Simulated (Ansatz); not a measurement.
A nudged elastic band was laid between two geometries of F4HW + H2 (8 atoms, charge 0, multiplicity 2).

All numbers below come from UKS PBE0-D4/def2-SVP in Ansatz 0.2.0.

- movable images: 5
- climbing image: yes
- spring: 5.0 eV/Å²
- optimiser: quadratic models (default)
- start path: through a guess of the saddle point
- force threshold: 0.05 eV/Å
- iteration limit: 60
- end points: relaxed

Initial state:

```xyz
8
Properties=species:S:1:pos:R:3
W 0.000 0.101 -0.686
H 0.000 0.188 3.141
F 1.726 0.598 -1.007
F 0.000 1.139 0.897
F -1.726 0.598 -1.007
H 0.000 -1.302 0.228
F 0.000 -0.928 -2.269
H 0.000 -0.264 3.754
```

Final state:

```xyz
8
Properties=species:S:1:pos:R:3
W 0.000 0.109 -0.676
H 0.000 -0.306 3.706
F 1.726 0.599 -1.006
F 0.000 1.176 0.888
F -1.726 0.599 -1.006
H 0.000 -1.277 0.265
F 0.000 -0.950 -2.240
H 0.000 0.179 3.118
```

**Question.** What changes between the two ends?

**Answer.** No bond is made or broken.

**Question.** Give the energies along the band, and the barrier.

**Answer.** The run converged. The highest image is number 5 of 0 to 6, 3.1 kcal/mol above the ends, which have the same energy within 2 meV. The profile has 2 maxima (images 1, 5) with wells between them (image 3): this band takes more than one step, which may be the mechanism or a detour left from its start path. A vibrational analysis at the climbing image gives one clearly imaginary mode, 128i cm⁻¹: a first-order saddle point.

```csv
image,path coordinate (Å),energy (kcal/mol)
0,0.00,0.0
1,1.15,0.8
2,2.29,0.4
3,3.44,0.2
4,4.59,0.2
5,5.73,3.1
6,6.71,0.0
```

**Question.** What is the geometry of the highest image?

**Answer.** 
```xyz
8
Properties=species:S:1:pos:R:3
W 0.025 0.160 -0.611
H -0.213 -0.431 3.348
F 1.859 0.322 -0.873
F 0.243 1.504 0.660
F -1.821 0.400 -0.562
H 0.273 -1.263 0.226
F -0.293 -0.806 -2.166
H -0.072 0.244 3.028
```

Time of the run: 5.2 min on 4 threads of Arm Neoverse V2, with other jobs on the host, peak memory 0.37 GiB.
